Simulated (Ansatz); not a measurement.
`BOB1CO1` + HCl → `ClB1CO1` + `BO` at 400 K and 1 bar (ligand exchange at a B–O bond).

Program: Ansatz. Geometries: PBE0-D4/def2-TZVP. ΔE: electronic, gas phase. CBS: MP2 limit from def2 TZ/QZ plus the TZ coupled-cluster correction, frozen cores. This one scheme is used for every species. One conformer a species, not always the lowest.

```tsv
species	CCSD(T)/CBS energy (Eh)	H − E (kJ/mol)	S (J/(mol·K))
`BOB1CO1`	-240.45540	185.8	349.6
HCl	-460.38127	29.6	195.4
`ClB1CO1`	-599.02877	113.1	300.3
`BO`	-101.80414	108.2	244.0
```

H − E and S are ideal-gas, rigid-rotor, harmonic terms from PBE0-D4/def2-TZVP, for one conformer and one mirror image of each species. 1 Eh = 2625.50 kJ/mol, R = 8.31446 J/(mol·K).

Problem. By hand: ΔE, ΔH, ΔS and ΔG.

Solution. ΔE = (-599.02877) + (-101.80414) − (-240.45540) − (-460.38127) = 0.00376 Eh = 9.9 kJ/mol. Δ(H − E) = 113.1 + 108.2 − 185.8 − 29.6 = 5.9, so ΔH = 15.8 kJ/mol. ΔS = 300.3 + 244.0 − 349.6 − 195.4 = -0.7 J/(mol·K). ΔG = 15.8 − 400 × (-0.7)/1000 = 16.1 kJ/mol.

Problem. By hand: the equilibrium constant, and the temperature at which ΔG would vanish if ΔH and ΔS stayed fixed.

Solution. log₁₀ K = −ΔG/(RT ln 10) = -2.1. ΔH and −TΔS have one sign here, so there is no such temperature.

The number of gas molecules stays the same, so ΔS is small and ΔH decides. A doubt of 5 kJ/mol in ΔE shifts log₁₀ K by 0.7 here. Other conformers and mirror images would add mixing entropy, several J/(mol·K) or more a flexible species. Modes under 60 cm⁻¹, often nearly free rotors, make the harmonic entropy too high. These are equilibria of isolated gas molecules and say nothing of rates. Largest T1 diagnostic: 0.015 (customary marks: 0.02 for closed shells, 0.045 for open ones).

ΔS is within the doubt of such terms, so its sign, and with it that verdict, could turn.
